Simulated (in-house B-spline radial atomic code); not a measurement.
## BP86 excitations of Cu⁺

Method: BP86. Computed with a B-spline radial code for spherical atoms: linear response of the closed shell [Ar] 3d10 with the functional's adiabatic kernel; scalar-relativistic (spin-free one-electron X2C), finite nucleus, no spin-orbit coupling, no double excitations, S, P, D and F terms only. Only terms of natural parity with L up to 3 were computed.

Command:
```bash
python run_td.py task.json out
```
Settings (radii: box in bohr, nucleus in fm):
```
Z                        29
electrons                28
configuration            [Ar] 3d10
hamiltonian              x2c
method                   b88,p86
box_radius               41.61
rms_radius               3.8823
intervals                75
```

Time taken, with all properties: 1.8 s on 1 thread of Arm Neoverse N1 (shared host).

The lowest states, in the order of their Tamm-Dancoff energies; the method's threshold (minus the highest occupied level) is 13.781 eV. Labels give the largest channel, * marks a mixed state, and oscillator strengths are full-response dipole values. Semilocal kernels can invert the small singlet-triplet splittings of Rydberg terms. Energies in eV:

```tsv
state	full response	Tamm-Dancoff	oscillator strength
3d → 4s 3D	1.316	1.421	-
3d → 4s 1D	1.946	1.960	-
3d → 4p 3P	6.830	6.871	-
3d → 4p 3F	?	?	-
3d → 4p 1F	7.071	7.083	-
3d → 4p 1P	7.731	7.803	0.363
3d → 5s 3D	10.494	10.497	-
3d → 5s 1D	10.541	10.543	-
3d → 5p 3F	11.544	11.547	-
3d → 5p 3P	11.543	11.548	-
3d → 5p 1F	11.574	11.575	-
3d → 4d 3S	11.584	11.592	-
3d → 4d 3D	11.657	11.659	-
3d → 5p 1P	11.677	11.689	0.0308
3d → 4d 1D	11.694	11.697	-
3d → 4d 1S	?	?	-
```

**Question.** Where does 3d → 4p 3F lie?

**Answer.** At 6.888 eV in full response, 6.921 eV in Tamm-Dancoff.

**Question.** Where does 3d → 4d 1S lie?

**Answer.** At 11.963 eV in full response, 12.002 eV in Tamm-Dancoff.

**Question.** How large is the singlet-triplet splitting of 3d → 4s (D terms) in Tamm-Dancoff?

**Answer.** 0.54 eV, from the unrounded values.

**Question.** What polarisabilities and dispersion coefficient does the method give?

**Answer.** Dipole 8.409 bohr³, quadrupole 80.43 bohr⁵, C6 28.89 hartree·bohr⁶ for two such species.
